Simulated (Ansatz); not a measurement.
**Question.** Name a neutral molecule of Al, C, Si and H with HOMO–LUMO gap (PBE/def2-TZVPP) between 3.60 and 3.90 eV and LUMO energy (PBE/def2-TZVPP) between -2.85 and -2.55 eV (Ansatz, PBE0-D4/def2-TZVP geometry).

**Answer.** `[SiH3][CH2][AlH][SiH3]` (3.67 eV, -2.66 eV); `C/[C]([AlH2])=C\[SiH3]` (3.69 eV, -2.62 eV). Other molecules can fit too; these were computed, each in one conformer that needn't be the lowest.
